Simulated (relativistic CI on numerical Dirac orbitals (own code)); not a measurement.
Cr I: sensitivity of the levels to the model

Base calculation: Dirac-Coulomb-Breit CI, orbitals from a KLI potential per configuration, a model potential for QED, valence Slater integrals scaled by 0.85, P86 correlation energy added to each configuration.

CI space (outside the closed core [Ar]): 3d5 4s, 3d4 4s2, 3d5 4p, 3d4 4s 4p, 3d5 4d, 3d5 4f, 3d6, 3d3 4s2 4p, 3d3 4s 4p2, 3d4 4s 5s, 3d5 5s, 3d5 5p, 3d4 4s 6s, 3d5 6s, 3d3 4s2 5s, 3d3 4s2 5p. Levels of other configurations are missing.

Variants: (1) no correlation estimate; (2) Slater integrals left unscaled; (3) QED terms removed. Shifts of the energy above 3d5 4s 7S_3, in cm⁻¹, for the lowest level and the first level of each name with at least 55 % of one term (blank where a level changes its place among those of its configuration and J or its character, or is not in the variant):

```
          Level     Base     Δ(1)     Δ(2)   Δ(3)  Measured
    3d5 4s 7S_3      0.0      0.0      0.0    0.0       0.0
   3d4 4s2 5D_0   6912.0  -2118.4  +2437.6  -28.2    7750.8
   3d4 4s2 5D_1   6970.1  -2118.3  +2438.2  -28.5    7810.8
   3d4 4s2 5D_2   7083.6  -2118.1  +2439.9  -29.0    7927.5
   3d4 4s2 5D_3   7247.7  -2117.9  +2443.1  -29.8    8095.2
   3d4 4s2 5D_4   7456.6  -2117.6  +2448.4  -30.8    8307.6
    3d5 4s 5S_2  10946.8   -140.4  +2087.4   +4.6    7593.2
3d4 4s 4p 7F°_0  17759.5  -3229.3   +923.9  -10.1   24971.2
3d4 4s 4p 7F°_1  17796.7  -3229.3   +925.6  -10.2   25010.6
3d4 4s 4p 7F°_2  17870.8  -3229.3           -10.5   25089.2
3d4 4s 4p 7F°_3  17981.1  -3229.3           -11.0   25206.0
3d4 4s 4p 7P°_2  18003.4  -2972.9            -5.1   27728.9
3d4 4s 4p 7P°_3  18103.6  -2968.7            -5.6   27820.2
3d4 4s 4p 7F°_4  18126.3  -3229.3           -11.6   25359.6
3d4 4s 4p 7P°_4  18233.9  -2963.8            -6.2   27935.3
3d4 4s 4p 7F°_5  18305.3  -3229.3   +951.2  -12.3   25548.6
3d4 4s 4p 7F°_6  18516.6  -3229.3   +963.0  -13.1   25771.4
3d4 4s 4p 7D°_1  19708.5  -3229.2  +1256.0  -10.5   27300.2
3d4 4s 4p 7D°_2  19783.0  -3229.2  +1257.8  -10.8   27382.2
3d4 4s 4p 7D°_3  19892.1  -3229.2  +1260.8  -11.3   27500.4
3d4 4s 4p 7D°_4  20033.0  -3229.2  +1264.9  -12.0   27649.7
3d4 4s 4p 7D°_5  20202.5  -3229.3  +1270.3  -12.8   27825.5
```

Correlation outside the listed configurations is missing or only estimated: errors of thousands of cm⁻¹ between configurations and terms are usual at this charge. Rates and lifetimes follow the computed energies and can be off by large factors. The fine structure of a lone outer electron comes out too small, for d and f at times inverted, and misplaced configurations move strength between like terms. 38 of the 38 excited levels that our extract of the measured tables holds in this range could be paired (the sources list more); they are missed by 3884 cm⁻¹ on average and 9725 at most, and levels without a partner can miss by more.

Measured levels: NIST Handbook of Basic Atomic Spectroscopic Data (Sansonetti and Martin, J. Phys. Chem. Ref. Data 34, 1559 (2005)).

Ionisation energy from the two ground configurations alone: base 6.369 eV; no correlation estimate 5.733 eV; Slater integrals left unscaled 6.427 eV; QED terms removed 6.372 eV. The NIST ASD value (measured) is 6.76651 eV. The gap of more than 2 % comes from missing correlation.
